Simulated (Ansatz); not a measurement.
**Redistribution: SiH2(CH3)(OH) + CH8O3Si2 → SiH(CH3)(OH)2 + CH8O2Si2**

Gas-phase species: SiH2(CH3)(OH), singlet; CH8O3Si2 `CO[SiH](O)O[SiH3]`, singlet; SiH(CH3)(OH)2, singlet; CH8O2Si2 `CO[SiH2]O[SiH3]`, singlet. The partners trade H for OH; both sit on Si, so the bond types are kept.

Shapes, held fixed at every level: PBE0-D4/def2-TZVP. Flexible molecules stand in one conformer, not always the lowest. Programs: Ansatz 0.2.0. Electronic energies: no zero-point or thermal term.

```json
{"level": "HF/def2-TZVPP", "kind": "Hartree–Fock", "ΔE (kJ/mol)": "+5.2", "less CCSD(T)/CBS estimate": "+2.9"}
{"level": "wB97M-V/def2-TZVPP", "kind": "range-separated hybrid", "ΔE (kJ/mol)": "+2.0", "less CCSD(T)/CBS estimate": "-0.3"}
{"level": "wB97X-V/def2-TZVPP", "kind": "range-separated hybrid", "ΔE (kJ/mol)": "+2.0", "less CCSD(T)/CBS estimate": "-0.3"}
{"level": "B2PLYP/def2-TZVPP", "kind": "double hybrid", "ΔE (kJ/mol)": "+1.6", "less CCSD(T)/CBS estimate": "-0.7"}
{"level": "MP2/def2-TZVPP", "kind": "perturbation theory", "ΔE (kJ/mol)": "+1.3", "less CCSD(T)/CBS estimate": "-1.0"}
{"level": "CCSD(T)/def2-TZVPP", "kind": "coupled cluster or CI", "ΔE (kJ/mol)": "+2.4", "less CCSD(T)/CBS estimate": "+0.1"}
{"level": "CCSD(T)/CBS estimate", "kind": "coupled cluster or CI", "ΔE (kJ/mol)": "+2.3", "less CCSD(T)/CBS estimate": "0.0"}
```

The highest level, CCSD(T)/CBS estimate, gives ΔE = +2.3 kJ/mol; the levels span +1.3 to +5.2. That is about zero within the method's error. The column of differences is taken from that level and isn't an error. No measured value is set beside it here. The CBS estimate extrapolates MP2 from def2-TZVPP and def2-QZVPP and adds CCSD(T) − MP2 in the triple-zeta set, cores frozen.
